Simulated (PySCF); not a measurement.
C2H6FNOSi, SMILES N[SiH2]O/C=C/F.

The structure is a stationary point at PBE0-D3(BJ)/def2-SVP. The structure was generated by enumeration; whether it is a known compound was not checked. The values are those of a single conformer.

Method: PBE0-D3(BJ)/def2-SVP (PySCF).

Frequencies are harmonic and unscaled.

```tsv
mode	ν (cm⁻¹)	IR (km/mol)	moving atoms (share of kinetic energy)
1	59	0.1	H 26 %, O 22 %, C 19 %, N 16 %, F 9 %, Si 8 %
2	67	0.6	H 33 %, C 27 %, N 23 %, F 10 %
3	120	0.7	H 25 %, F 22 %, O 19 %, C 13 %, Si 11 %, N 9 %
4	215	45.2	H 57 %, N 20 %, C 11 %
5	273	66.9	H 58 %, C 23 %
6	322	103.1	H 71 %, C 13 %, N 11 %
7	349	13.8	C 49 %, F 19 %, O 17 %, H 12 %
8	406	43.6	O 31 %, Si 19 %, H 19 %, C 17 %, N 11 %
9	477	24.2	F 41 %, Si 18 %, O 17 %, C 14 %, H 8 %
10	561	22.7	H 83 %, Si 9 %
11	785	38.2	H 87 %
12	827	15.1	H 28 %, C 27 %, O 22 %, N 10 %, Si 9 %
13	839	16.2	H 35 %, C 31 %, O 15 %, N 10 %
14	879	40.5	H 73 %, N 14 %
15	889	25.0	H 50 %, N 27 %, Si 14 %
16	930	187.2	H 88 %, Si 9 %
17	934	142.1	H 87 %, C 10 %
18	949	300.6	H 57 %, Si 28 %, N 9 %
19	1198	72.1	C 50 %, F 31 %, H 17 %
20	1252	280.5	H 45 %, O 30 %, C 23 %
21	1297	7.0	H 81 %, C 18 %
22	1320	287.0	C 41 %, H 40 %, O 16 %
23	1538	56.9	H 89 %, N 11 %
24	1798	8.2	C 90 %
25	2253	124.7	H 97 %
26	2294	118.5	H 97 %
27	3166	23.0	H 92 %, C 8 %
28	3238	6.9	H 91 %, C 9 %
29	3633	46.5	H 96 %
30	3737	52.8	H 91 %, N 9 %
```
